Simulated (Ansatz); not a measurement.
The Sn1–H2 bond of H3NSn (SMILES [NH2][SnH]) is stretched (multiplicity 1, the rest rigid).
Geometry at rest (charge 0, multiplicity 1):
```tsv
atom	x (Å)	y (Å)	z (Å)
Sn	-0.1193	0.1766	0.2440
H	-0.5727	1.3686	-1.0102
N	0.6764	-1.0557	-1.1574
H	0.7003	-0.8664	-2.1480
H	1.1017	-1.9447	-0.9411
```

Correlated levels freeze the cores. Filled d and f shells under p-block atoms count as core.

The values were computed with Ansatz (an electronic-structure program) with Gaussian orbitals. Values without a source in brackets are computed. In def2 rows elements past Kr take small-core potentials, without spin–orbit coupling.

Energies above the point at 1.789 Å (the B3LYP-D3(BJ) bond length), FIC-MRCISD+Q on CASSCF(2,2)/def2-TZVPP (kcal/mol): 4.99 at 1.610 Å; 3.17 at 1.968 Å; 66.41 at 5.724 Å.

Take the last value as the depth D of a Morse curve D(1 − e^(−a(R − R₀)))², fit a and R₀ to the two near points, and test it at 2.415 and 3.130 Å.


With D = 66.4, both near points (counted from the curve's value at 1.789 Å) are met by a = 1.37 Å⁻¹ and R₀ = 1.787 Å, so k = 2Da² = 248 kcal/(mol Å²). The curve then gives 22.0 and 46.9 kcal/mol; the level itself gives 22.7 and 50.6, so Morse is off by -0.7 and -3.7.
